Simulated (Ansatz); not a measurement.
Two isomers of C2H7BSi: A = `BC1C[SiH2]1`, B = `CB1C[SiH2]1`.

Calculated with Ansatz (gas phase, PBE0-D4/def2-TZVP geometries, no zero-point term in ΔE). CCSD(T)/CBS adds triple-zeta CCSD(T) − MP2 to the extrapolated MP2 energy (def2 sets, frozen cores). DFT in def2-TZVPP. B3LYP here is the variant with VWN-RPA as its local correlation; programs differ in this.

Q: Which isomer does CCSD(T)/CBS put lower? Give the gap. (Estimate.)

A: The calculation gave: A, by 6.5 kcal/mol.

Q: Give E(B) − E(A) in kcal/mol with B3LYP, B3LYP-D4, HF/def2-TZVPP, BLYP-D4, ωB97M-V, MP2/def2-TZVPP, LDA (SPW92). (Best estimate.)

A: The calculation gave: B3LYP 4.2, B3LYP-D4 5.0, HF/def2-TZVPP 6.2, BLYP-D4 4.3, ωB97M-V 6.6, MP2/def2-TZVPP 8.4, LDA (SPW92) 4.8. None reverses the order clearly.

Q: Does the order hold for the free energy at 298.15 K (harmonic terms from PBE0-D4)? (Estimate.)

A: Ansatz gave: Yes: G(B) − G(A) = +5.4 kcal/mol.

Largest T1 diagnostic: 0.013.

At CCSD(T), def2-SVP lies −1.3 kcal/mol from the extrapolated value and def2-TZVPP +0.1 kcal/mol. From PBE to PBE0 (25 % exact exchange), in def2-TZVPP and without D4, E(B) − E(A) moves by +1.2 kcal/mol.
